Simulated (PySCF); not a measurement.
C5H8Si.
Bonds: C1–C2, C2–C3 (triple), C3–Si4, Si4–C5, C5–C6, Si4–C6. Hydrogens: H7, H8, H9 on C1; H10 on Si4; H11, H12 on C5; H13, H14 on C6.

The same species was optimised twice, with GFN2-xTB and with PBE0-D3(BJ)/def2-SVP (PySCF), and the same property calculations (PySCF, gas phase) were run on both structures.

```tsv
coordinate	GFN2-xTB	PBE0-D3(BJ)/def2-SVP	change
Si4–C5 (Å)	1.884	1.859	-0.025
Si4–C6 (Å)	1.883	1.859	-0.024
C3–Si4 (Å)	1.832	1.810	-0.022
C2≡C3 (Å)	1.206	1.220	+0.014
C1–C2 (Å)	1.445	1.450	+0.005
C5–C6 (Å)	1.537	1.540	+0.003
C3–Si4–C6 (°)	117.4	119.7	+2.3
C3–Si4–C5 (°)	117.4	119.6	+2.2
C5–Si4–C6 (°)	48.2	49.0	+0.8
C2–C3–Si4 (°)	179.3	178.5	-0.8
Si4–C6–C5 (°)	65.9	65.5	-0.4
Si4–C5–C6 (°)	65.9	65.5	-0.4
C1–C2–C3 (°)	179.6	179.7	+0.1
```

Rotational constants: A = 9107, B = 1193, C = 1162 MHz (GFN2-xTB) against A = 9534, B = 1181, C = 1158 MHz (PBE0-D3(BJ)/def2-SVP).

On the GFN2-xTB structure: lowest triplet, Tamm–Dancoff (eV) 4.50 [CAM-B3LYP/def2-SVPD]; isotropic polarisability (au) 87.3 [CAM-B3LYP/def2-SVPD]; HOMO (eV) -7.75 [CAM-B3LYP/def2-SVPD]; LUMO (eV) 0.95 [CAM-B3LYP/def2-SVPD]; dipole (D) 1.46 [CAM-B3LYP/def2-SVPD]; HOMO (eV) -6.50 [PBE0/pcSseg-1]; LUMO (eV) -0.02 [PBE0/pcSseg-1]; dipole (D) 1.42 [PBE0/pcSseg-1]; GIAO shielding of C1 (ppm) 180.9 [PBE0/pcSseg-1]; GIAO shielding of C2 (ppm) 76.7 [PBE0/pcSseg-1]; GIAO shielding of C3 (ppm) 105.3 [PBE0/pcSseg-1]; GIAO shielding of Si4 (ppm) 499.7 [PBE0/pcSseg-1]; GIAO shielding of C5/C6 (mean) (ppm) 188.9 [PBE0/pcSseg-1].

What do these properties become on the PBE0-D3(BJ)/def2-SVP structure?

```tsv
property	level	on GFN2-xTB	on PBE0-D3(BJ)/def2-SVP	change
lowest triplet, Tamm–Dancoff (eV)	CAM-B3LYP/def2-SVPD	4.50	4.44	-0.06
isotropic polarisability (au)	CAM-B3LYP/def2-SVPD	87.3	88.6	+1.3
HOMO (eV)	CAM-B3LYP/def2-SVPD	-7.75	-7.74	+0.01
LUMO (eV)	CAM-B3LYP/def2-SVPD	0.95	0.91	-0.04
dipole (D)	CAM-B3LYP/def2-SVPD	1.46	1.61	+0.15
energy, GFN2-xTB geometry as zero (kcal/mol)	CAM-B3LYP/def2-SVPD	0.0	-1.2	-1.2
HOMO (eV)	PBE0/pcSseg-1	-6.50	-6.50	0.00
LUMO (eV)	PBE0/pcSseg-1	-0.02	-0.08	-0.06
dipole (D)	PBE0/pcSseg-1	1.42	1.58	+0.16
energy, GFN2-xTB geometry as zero (kcal/mol)	PBE0/pcSseg-1	0.0	-1.1	-1.1
GIAO shielding of C1 (ppm)	PBE0/pcSseg-1	180.9	178.4	-2.5
GIAO shielding of C2 (ppm)	PBE0/pcSseg-1	76.7	73.6	-3.1
GIAO shielding of C3 (ppm)	PBE0/pcSseg-1	105.3	103.2	-2.1
GIAO shielding of Si4 (ppm)	PBE0/pcSseg-1	499.7	494.7	-5.0
GIAO shielding of C5/C6 (mean) (ppm)	PBE0/pcSseg-1	188.9	188.9	0.0
```

The heavy atoms differ by 0.031 Å rms after alignment. Among bonds between heavy atoms Si4–C5 and Si4–C6 change most and about equally (-0.025 to -0.024 Å). Changes are differences of the printed values. Neither structure is proved a minimum here.
